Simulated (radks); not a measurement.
The rhenium ion Re0.75+, 74.25 electrons, occupied as [Xe] 4f14 6s2 5d(up 3.5, down 0.75) (fractional occupations, a model configuration).

Method: scalar-relativistic Kohn-Sham, LDA (Slater exchange, Perdew-Wang correlation), spin-polarised, spherical densities, finite nucleus; Fermi nuclear charge, rms radius 5.3698 fm; computed with a radial shooting solver on a logarithmic mesh with Libxc functionals.

Energy parts (eV):
total: -453875.33
kinetic: 501242.77
electron-nucleus: -1123010.88
Hartree: 176614.75
exchange-correlation: -8721.97

Orbitals (lengths in bohr, moments of r in powers of bohr; r(max) is where P^2 peaks):
| orbital | occ. | eigenvalue (eV) | r(max) |
|---|---|---|---|
| 1s up | 1 | -71584.49 | 0.01125 |
| 1s down | 1 | -71584.49 | 0.01125 |
| 2s up | 1 | -12420.05 | 0.06458 |
| 2s down | 1 | -12419.92 | 0.06458 |
| 2p up | 3 | -10847.42 | 0.05304 |
| 2p down | 3 | -10847.31 | 0.05304 |
| 3s up | 1 | -2881.002 | 0.1821 |
| 3s down | 1 | -2880.940 | 0.1821 |
| 3p up | 3 | -2417.071 | 0.1804 |
| 3p down | 3 | -2417.005 | 0.1804 |
| 3d up | 5 | -1889.233 | 0.1468 |
| 3d down | 5 | -1889.134 | 0.1468 |
| 4s up | 1 | -606.7082 | 0.4127 |
| 4s down | 1 | -606.5723 | 0.4128 |
| 4p up | 3 | -454.4018 | 0.4331 |
| 4p down | 3 | -454.2646 | 0.4331 |
| 4d up | 5 | -263.0303 | 0.4432 |
| 4d down | 5 | -262.8630 | 0.4433 |
| 5s up | 1 | -93.7167 | 0.9373 |
| 5s down | 1 | -92.5735 | 0.9351 |
| 5p up | 3 | -55.4835 | 1.060 |
| 5p down | 3 | -54.0580 | 1.056 |
| 4f up | 7 | -50.5027 | 0.4161 |
| 4f down | 7 | -50.2041 | 0.4159 |
| 5d up | 3.5 | -13.2240 | 1.406 |
| 6s up | 1 | -12.2767 | 2.434 |
| 5d down | 0.75 | -11.6591 | 1.402 |
| 6s down | 1 | -11.3460 | 2.484 |

The highest occupied level is 6s down at -11.346 eV. The density falls to 0.001 e/bohr^3 at r = 4.42 bohr.
